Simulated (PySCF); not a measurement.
CH7ClN2Si2, SMILES Cl[Si@]1(NC[SiH2]1)N. The structure is a stationary point at B3LYP-D3(BJ)/def2-SVP. The structure was generated by enumeration; whether it is a known compound was not checked. Other conformers were not sampled.

Method: PySCF 2.14.0 with B3LYP-D3(BJ)/def2-SVP.

Harmonic wavenumbers (cm⁻¹): 97, 107, 198, 215, 237, 309, 338, 400, 426, 458, 520, 538, 580, 655, 726, 792, 834, 852, 913, 950, 1032, 1151, 1177, 1329, 1478, 1522, 2205, 2222, 3002, 3049, 3568, 3580, 3684. Rotational constants (GHz): 2.633, 1.318, 1.182; symmetry number 1.

Problem. Work out the zero-point energy and the ideal-gas rigid-rotor harmonic-oscillator thermochemistry at 298.15 K and 1 atm.

Solution. ZPE = ½ Σ hcν = ½ × 39145 cm⁻¹ = 55.96 kcal/mol. H − E(el) = 62.04 kcal/mol. Entropy in cal/(mol K): translation 40.69, rotation 28.75, vibration 21.36, total 90.80. G − E(el) = 34.97 kcal/mol. Cp = 33.76 cal/(mol K). Modes under 150 cm⁻¹ make the vibrational entropy uncertain.
